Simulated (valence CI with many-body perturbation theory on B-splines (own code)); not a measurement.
# Questions on Sn37+

Computed by configuration interaction combined with many-body perturbation theory (CI+MBPT): three valence electrons over a frozen Dirac-Fock core [Ne], radial functions for each j: 9 s, 9 p, 8 d, 6 f, 3 g, 1 h, with the one-electron correlation potential Σ1 (screened to all orders), the two-electron term Σ2, the three-electron term Σ3, Breit, model QED; selected single and double excitations, second order for the rest, scaled by the run's own slope (own B-spline code, finite nucleus).

No measured spectrum was set against this ion. As an estimate, large intervals hold to a few tenths of a per cent, small ones and those within an open d or f shell to about a per cent.

Levels are named by their leading jj configuration (3d3/2^4 stands for four electrons in 3d with j = 3/2), which in mixed levels can hold well under half, so a name can repeat and another be missing.

Rates and lifetimes use the calculated energies. Strong lines usually hold to 10 to 20 %, long lifetimes can be off by a factor of two.

(1) What is the ground level?

(2) What is the ionisation energy?

(3) How well does LS coupling describe the low levels?

(4) Name the longest-lived excited levels whose lifetime is computed, and their main decay.

(5) What are the static dipole polarisabilities of the lowest levels?

## Answers

(1) (3s^2 3p1/2) J=1/2, composition 99 % 3s2.3p 2P°, g = 0.659.

(2) 2524 eV; NIST lists 2499 ± 11 eV (semi-empirical).

(3) Among the lowest 20 levels the leading LS term, summed over configurations, holds 69 % on average. For single configurations the figures are 65 % in LS and 85 % in jj coupling. Terms mix most in the J = 5/2 level at 2282500 cm⁻¹, where the leading one holds 29 %.

(4) (3s 3p3/2 3d5/2) J=9/2 at 2661500 cm⁻¹ lives 1.48 μs, mostly by M1 to (3s 3p1/2 3d5/2) J=7/2; (3s^2 3p3/2) J=3/2 at 464420 cm⁻¹ lives 1.11 μs, mostly by M1 to (3s^2 3p1/2) J=1/2; (3s 3p3/2^2) J=5/2 at 1542400 cm⁻¹ lives 42.6 ns, mostly by E1 to (3s^2 3p3/2) J=3/2.

(5) (3s^2 3p1/2) J=1/2 0.0180 bohr³, of which the core gives 0.000268.
